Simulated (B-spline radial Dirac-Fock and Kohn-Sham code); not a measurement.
**Binding energies of I³²⁺ at several levels of theory**

System: I³²⁺ in the configuration [Ar] 3d3.

The density-functional columns are spherical, spin-unpolarised Dirac-Kohn-Sham results without Breit or QED terms: −ε is minus the orbital energy of the initial state and ΔSCF the difference of two total energies. The reference in the last column comes from relaxed Dirac-Fock hole states (ΔSCF) with Breit and QED corrections and a finite nucleus. All numbers are from a B-spline atomic structure program, in eV; a selection of levels is shown. The Kohn-Sham columns are given as differences from the reference. For the 1s level of heavy atoms much of the gap between ΔSCF and the reference is the Breit and QED part, -117.2 eV here; for other levels the error of the functional can be larger.

```
level  LDA −ε − DF  LDA ΔSCF − DF  Dirac-Fock
    K       -285.7         +106.8     34752.5
   L1       -135.0          -43.5      6732.2
   L2       -104.6           +4.5      6402.3
   L3       -107.4           -4.0      6103.2
   M1        -60.2          -21.3      2384.5
   M2        -41.3           -0.7      2250.2
   M3        -41.8           -2.4      2182.7
 M4,5        -42.9           +1.6      1990.0
```

Values without a named source are computed, but for edge energies of neutral atoms, which are taken from tables.
